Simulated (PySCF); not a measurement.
Calculated NMR parameters of C[Si@H]1[SiH2][Si@H](C2CC2)[SiH2]1

```
Formula                               : C4H14Si4
SMILES                                : C[Si@H]1[SiH2][Si@H](C2CC2)[SiH2]1
Point group of the computed structure : C1
Degrees of unsaturation               : 2
Carbon signals                        : 3
Proton signals                        : 8
```

Molfile (atoms numbered from 1):
```
C4H14Si4
     RDKit          3D

 22 23  0  0  0  0  0  0  0  0999 V2000
   -3.8605    0.1102   -0.5397 C   0  0  0  0  0  0  0  0  0  0  0  0
   -1.9988   -0.1765   -0.4687 Si  0  0  1  0  0  4  0  0  0  0  0  0
   -0.5627    1.6533   -0.0331 Si  0  0  0  0  0  4  0  0  0  0  0  0
    0.8466    0.1723    1.1596 Si  0  0  2  0  0  4  0  0  0  0  0  0
    2.0829   -0.6376    0.0064 C   0  0  0  0  0  0  0  0  0  0  0  0
    1.8395   -0.7068   -1.4824 C   0  0  0  0  0  0  0  0  0  0  0  0
    2.9140    0.1819   -0.9511 C   0  0  0  0  0  0  0  0  0  0  0  0
   -1.0580   -1.1995    1.4471 Si  0  0  0  0  0  4  0  0  0  0  0  0
   -4.3979   -0.8480   -0.6084 H   0  0  0  0  0  0  0  0  0  0  0  0
   -4.1980    0.6331    0.3675 H   0  0  0  0  0  0  0  0  0  0  0  0
   -4.1292    0.7225   -1.4142 H   0  0  0  0  0  0  0  0  0  0  0  0
   -1.5228   -0.8996   -1.6939 H   0  0  0  0  0  0  0  0  0  0  0  0
   -1.2351    2.5816    0.9341 H   0  0  0  0  0  0  0  0  0  0  0  0
   -0.0041    2.4604   -1.1652 H   0  0  0  0  0  0  0  0  0  0  0  0
    1.5123    0.6970    2.3942 H   0  0  0  0  0  0  0  0  0  0  0  0
    2.5881   -1.5121    0.4336 H   0  0  0  0  0  0  0  0  0  0  0  0
    2.1307   -1.6244   -2.0004 H   0  0  0  0  0  0  0  0  0  0  0  0
    0.9356   -0.2428   -1.8905 H   0  0  0  0  0  0  0  0  0  0  0  0
    2.7528    1.2642   -0.9837 H   0  0  0  0  0  0  0  0  0  0  0  0
    3.9551   -0.1173   -1.1005 H   0  0  0  0  0  0  0  0  0  0  0  0
   -0.8818   -2.6863    1.4726 H   0  0  0  0  0  0  0  0  0  0  0  0
   -1.8367   -0.7875    2.6617 H   0  0  0  0  0  0  0  0  0  0  0  0
  1  2  1  0
  2  3  1  0
  3  4  1  0
  4  5  1  0
  5  6  1  0
  6  7  1  0
  4  8  1  0
  8  2  1  0
  7  5  1  0
  1  9  1  0
  1 10  1  0
  1 11  1  0
  2 12  1  6
  3 13  1  0
  3 14  1  0
  4 15  1  1
  5 16  1  0
  6 17  1  0
  6 18  1  0
  7 19  1  0
  7 20  1  0
  8 21  1  0
  8 22  1  0
M  END
```

Method: PBE0-D3(BJ)/def2-SVP geometry, σ from GIAO-PBE0/pcSseg-1, in PySCF 2.14 (no relativistic terms, a single conformation, one averaged value for each set of equivalent atoms, no solvent).

Referencing at the same level of theory: $^{1}$H and $^{13}$C and $^{29}$Si against TMS.

```tsv
carbon	δC, type	δH (multiplicity)	HMBC from (2–3 bonds)	span of the C tensor (ppm)
C1	-3.4, CH3	0.51 (d)	H12, H14/H21, H13/H22	10
C5	-8.8, CH	-0.18 (m)	H15, H14/H21, H13/H22, H17/H20, H18/H19	68
C6/C7	6.1, CH2	H17 0.75 (m); H18 0.26 (m)	H15, H17/H20, H18/H19, H16	63
```

Other nuclei:
```json
{"atoms": "H15", "nucleus": "$^{1}$H", "environment": "hydrogen on a silicon bonded to C, 2 Si, in a 4-membered ring", "δ (ppm)": "4.76", "σ (ppm)": "26.50"}
{"atoms": "H12", "nucleus": "$^{1}$H", "environment": "hydrogen on a silicon bonded to C, 2 Si, in a 4-membered ring", "δ (ppm)": "4.47", "σ (ppm)": "26.80"}
{"atoms": "H14/H21", "nucleus": "$^{1}$H", "environment": "hydrogen on a silicon bonded to 2 Si, in a 4-membered ring", "δ (ppm)": "3.88", "σ (ppm)": "27.39"}
{"atoms": "H13/H22", "nucleus": "$^{1}$H", "environment": "hydrogen on a silicon bonded to 2 Si, in a 4-membered ring", "δ (ppm)": "3.73", "σ (ppm)": "27.53"}
{"atoms": "Si4", "nucleus": "$^{29}$Si", "environment": "silicon bonded to C, 2 Si, H, in a 4-membered ring", "δ (ppm)": "-44.6", "σ (ppm)": "396.6"}
{"atoms": "Si2", "nucleus": "$^{29}$Si", "environment": "silicon bonded to C, 2 Si, H, in a 4-membered ring", "δ (ppm)": "-49.9", "σ (ppm)": "401.9"}
{"atoms": "Si3/Si8", "nucleus": "$^{29}$Si", "environment": "silicon bonded to 2 Si, 2 H, in a 4-membered ring", "δ (ppm)": "-97.8", "σ (ppm)": "449.8"}
```

Carbon types of the structure: 1 × CH, 2 × CH2, 1 × CH3, leaving 6 H on heteroatoms. δC 6.1, -8.8: three-membered-ring carbon; carbons of three-membered rings are unusually shielded. δC -3.4: methyl carbon bonded to Si; an electropositive neighbour leaves it electron-rich and shielded. δH 3.88, 3.73: hydrogen on a silicon bonded to 2 Si, in a 4-membered ring. δH 0.75, 0.26, -0.18: hydrogen on a three-membered-ring carbon; cyclopropane-type protons are shielded by the ring. δH 0.51: hydrogen on a methyl carbon bonded to Si; an electropositive neighbour shields it, as in TMS itself.

Shifts are as computed. Against solution values, carbons near 30 ppm lie about +2 ppm off and those near 130 ppm about +5 ppm. Of 1309 compounds with measured shifts, 239 miss one by over three times the rms of a fit or turn the order of signals round; such compounds aren't used in these exercises. No couplings were computed; multiplicities are counted from neighbouring protons, with m where these are inequivalent, close in shift, in a saturated or five-membered ring or joined by F or P, and br s for small geminal =CH2 splittings.
